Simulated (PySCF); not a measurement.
# Reading the logs of faulty runs: BH6OSi2

These are calculations, not measurements. The program is PySCF 2.14.0, an open-source quantum chemistry code, run on an isolated molecule that a program drew, which may never have been made. The molecule is BH6OSi2 (charge 0, doublet), drawn as the SMILES string `BO[SiH][SiH3]`.

Each row is a Hartree-Fock (HF) and frozen-core CCSD(T) single point in the cc-pV(D+d)Z basis, meant for a local HF minimum. Run 1 is clean. Each other run has one planted mistake out of seven kinds, and not every kind appears here: one electron removed, one electron added, multiplicity raised by two, geometry at a saddle point, minimal basis STO-3G, one bond length entered in bohr, all coordinates scaled. The reference is restricted for singlets and unrestricted otherwise, and also for a bond in bohr. Adding or removing an electron swaps singlet and doublet. Electrons count all cores. HOMO and LUMO are orbital energies over both spins, the gradient is its largest component, and the lowest frequency (negative if imaginary) is given only where the gradient is small. Bond lengths are over the 9 bonds as drawn. T1 is the CCSD diagnostic: over 0.02 (restricted) or 0.045 (unrestricted) a single reference is doubtful.

Geometry of the clean run:
```xyz
10
BH6OSi2, angstrom
B    -2.8687   -2.0037    1.8440
O    -2.3994   -1.2177    0.8515
Si   -0.8925   -0.9369    0.1795
Si   -0.6933    1.3577   -0.3380
H    -4.0482   -1.9928    2.0706
H    -2.1156   -2.6950    2.4833
H     0.1533   -1.4231    1.1170
H     0.6516    1.5872   -0.9181
H    -1.7240    1.7282   -1.3341
H    -0.8543    2.2099    0.8651
```

```
run  electrons  basis functions  <S^2>  HOMO (eV)  LUMO (eV)  gradient (hartree/bohr)  lowest frequency (cm^-1)  mean bond (Å)  longest bond (Å)      T1  HF (hartree)  CCSD(T) (hartree)                 mistake
  1         47              104  0.757      -8.76       1.18                  1.6e-05                        40         1.5249             2.361  0.0163    -680.94609         -681.46540                no fault
  2         47               34  0.752      -6.05       5.46                  3.6e-02                         -         1.5249             2.361  0.0185    -672.94120         -673.14879    minimal basis STO-3G
  3         47              104  0.757      -8.82       1.09                  1.2e-02                         -         1.5554             2.408  0.0168    -680.94263         -681.46467  all coordinates scaled
  4         48              104  0.000      -0.80       7.41                  6.9e-02                         -         1.5249             2.361  0.0205    -680.93603         -681.49323      one electron added
  5         46              104  0.000     -16.64      -6.70                  7.1e-02                         -         1.5249             2.361  0.0171    -680.66106         -681.17493    one electron removed
  6         47              104  1.580      -8.80       1.00                  7.7e-03                         -         1.6712             2.798  0.0461    -680.83468         -681.34450                       ?
```

**Which mistake was planted in run 6, and what did it cost?**

The mean bond changes by a factor of 1.096 and the longest by 1.185, so the molecule wasn't scaled as a whole. A length L in bohr read as angstrom grows by (1/0.5292 - 1) L = 0.890 L. The 9 bonds together grew by 9 x 0.1463 = 1.317 Å, which gives L = 1.480 Å. That is the length of one of the H-Si bonds, 1.480 Å in the clean geometry. So the mistake is: one bond length entered in bohr. Subtracting run 1 and multiplying by 627.51 kcal/mol a hartree, the energy moved by 69.9 kcal/mol in HF and 75.9 kcal/mol in CCSD(T).

Cautions from the logs. Run 4: T1 is over the limit, so its CCSD(T) energy is less reliable; run 6: T1 is over the limit, so its CCSD(T) energy is less reliable.
